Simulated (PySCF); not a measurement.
Compound: SbH2Et, C2H7Sb.
Geometry (PBE0-D3(BJ)/def2-SVP, Å), atoms numbered from 1 in this order:
```
atom  x, y, z in Å
Sb1    1.153    1.363    0.701
H2     2.436    1.505   -0.435
H3     0.171    2.430   -0.221
C4     0.324   -0.431   -0.246
C5    -1.051   -0.788    0.292
H6     1.049   -1.237   -0.056
H7     0.303   -0.259   -1.331
H8    -1.440   -1.706   -0.180
H9    -1.035   -0.964    1.380
H10   -1.786    0.010    0.100
```

Method: PBE0-D3(BJ)/def2-SVP geometry optimisation, gas phase, def2 core potentials past Kr (PySCF).

Question: Which atoms are bound to Sb1, and at what distances?

Answer: 3 atoms: H2 1.719 Å, H3 1.719 Å, C4 2.191 Å. The nearest atom not counted as bound is H6, at 2.71 Å.

Question: List the angles at Sb1.

Answer: 
```tsv
angle	degrees	distance of the outer atoms (Å)
H2–Sb1–C4	93.7	2.87
H3–Sb1–C4	93.4	2.86
H2–Sb1–H3	91.2	2.46
```

Question: What is the shape at Sb1?

Answer: Pyramidal: angles 93.7°, 93.4° and 91.2°, sum 278.3°, 1.01 Å off the plane of its three neighbours.

Question: What are the other bond lengths?

Answer: C4–C5 1.519 Å; C4–H6, C4–H7 1.100 Å; C5–H8, C5–H9, C5–H10 1.102 Å.

Question: Give some angles away from the centre.

Answer: Sb1–C4–C5 112.5°.

Question: What are the rotational constants (commonest isotopes, rigid rotor)?

Answer: A = 22230, B = 2832, C = 2673 MHz: a near-prolate asymmetric top.

Charge 0, singlet. No PBE0-D3(BJ)/def2-SVP frequencies stand behind this structure, so it isn't proved a minimum.

Time: 16 s wall; peak memory 0.34 GiB. Hardware: an Arm Neoverse V2 with one thread, shared host. These figures are those of the optimisation.

One conformer stands for the species.
